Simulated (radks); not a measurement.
Results of a calculation; reference values are marked as such.
Q: The lead ion Pb2+, [Hg]. Level of theory: non-relativistic Kohn-Sham, PBE, spin-polarised, spherical densities, point nucleus (a radial shooting solver on a logarithmic mesh with Libxc functionals). Every spin shell is full or empty, so the densities are truly spherical. Functionals are evaluated on that one density, not self-consistently. Rank these orbital-free kinetic functionals by their error against the exact value of the orbitals, and give that value: Thomas-Fermi, von Weizsacker, LC94, APBEK, revAPBEK, Perdew 92, Thakkar, Pearson, PG1, Ernzerhof.

A: Exact: 19522.5 hartree. From best to worst, with 100 (|E| - |E exact|)/|E exact| (equal figures are ties): LC94 +0.03, APBEK +0.05, revAPBEK +0.19, Ernzerhof -0.47, Perdew 92 -0.67, Thakkar -0.78, Pearson -0.82, Thomas-Fermi -4.57, PG1 +12.29, von Weizsacker -64.89.
